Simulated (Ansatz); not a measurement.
System: H5SiSO3, charge 1, multiplicity 1. SMILES: O[Si](O)([OH2+])S

Atoms: O1, Si2, O3, O4, S5, H6, H7, H8, H9, H10. Bonds: O1-Si2, O1-H6, Si2-O3, Si2-O4, Si2-S5, O3-H7, O4-H8, O4-H9, S5-H10.

Bond lengths (Å) and angles (degrees) optimised at HF/STO-3G with Ansatz (a first-principles code); HF/3-21G with Ansatz; B3LYP/6-31G* with Ansatz, each started from the B3LYP-D3(BJ)/def2-TZVP structure (Ansatz) of the last column. A row stands for all coordinates that are equal there; 11 of 20 kinds are shown. 6-31G* holds six Cartesian d functions. No wavenumbers were computed at HF/STO-3G, so these may be saddle points.

| coordinate | HF/STO-3G | HF/3-21G | B3LYP/6-31G* | B3LYP-D3(BJ)/def2-TZVP |
|---|---|---|---|---|
| O1-Si2 | 1.639 | 1.606 | 1.619 | 1.603 |
| O1-H6 | 0.979 | 0.958 | 0.970 | 0.963 |
| Si2-O3 | 1.636 | 1.617 | 1.622 | 1.606 |
| Si2-O4 | 1.807 | 1.788 | 1.850 | 1.824 |
| Si2-S5 | 2.085 | 2.158 | 2.090 | 2.077 |
| O3-H7 | 0.981 | 0.959 | 0.970 | 0.962 |
| O4-H8 | 0.980 | 0.974 to 0.977 | 0.981 | 0.973 |
| S5-H10 | 1.333 | 1.348 | 1.352 | 1.348 |
| O1-Si2-O3 | 115.0 | 119.2 | 120.5 | 120.0 |
| O1-Si2-O4 | 92.9 | 99.4 | 94.1 | 95.3 |
| O1-Si2-S5 | 122.1 | 112.6 | 113.4 | 112.9 |

A range marks coordinates that this level makes unequal.

Mean signed difference of all 9 bond lengths from B3LYP-D3(BJ)/def2-TZVP: HF/STO-3G 0.010 Å, HF/3-21G 0.007 Å, B3LYP/6-31G* 0.012 Å.
